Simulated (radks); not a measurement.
Q: The mean radii <r> (bohr) of the occupied orbitals of an atom or ion are listed with their occupations. Calculated with a radial shooting solver on a logarithmic mesh with Libxc functionals: scalar-relativistic Kohn-Sham, BLYP, spin-polarised, spherical densities, finite nucleus; Fermi nuclear charge, rms radius of each element as measured or else 0.836 A^(1/3) + 0.57 fm.

| orbital | occ. | <r> |
|---|---|---|
| 1s up | 1 | 0.01774 |
| 1s down | 1 | 0.01774 |
| 2s up | 1 | 0.07491 |
| 2s down | 1 | 0.07491 |
| 2p up | 3 | 0.06727 |
| 2p down | 3 | 0.06727 |
| 3s up | 1 | 0.1939 |
| 3s down | 1 | 0.1939 |
| 3p up | 3 | 0.1945 |
| 3p down | 3 | 0.1945 |
| 3d up | 5 | 0.1762 |
| 3d down | 5 | 0.1762 |
| 4s up | 1 | 0.4319 |
| 4s down | 1 | 0.4319 |
| 4p up | 3 | 0.4594 |
| 4p down | 3 | 0.4594 |
| 4d up | 5 | 0.4891 |
| 4d down | 5 | 0.4889 |
| 5s up | 1 | 1.008 |
| 5s down | 1 | 1.003 |
| 4f up | 7 | 0.5580 |
| 5p up | 3 | 1.173 |
| 4f down | 7 | 0.5553 |
| 5p down | 3 | 1.166 |
| 5d up | 5 | 1.748 |
| 6s up | 1 | 2.737 |
| 5d down | 1 | 1.788 |

Name the element and its charge. Open shells, if any, are filled with parallel spins first.

A: Z = 76, osmium, charge +1: Os+ in [Xe] 4f14 5d6 6s1. The 1s radius gives Z: for a bare nucleus <r> = (2 gamma + 1)/(2Z) with gamma = sqrt(1 - (Z/c)^2), 0.01753 bohr for Z = 76, and screening makes it slightly larger (0.01774 here). The occupations add up to 75, and the charge is Z minus that.
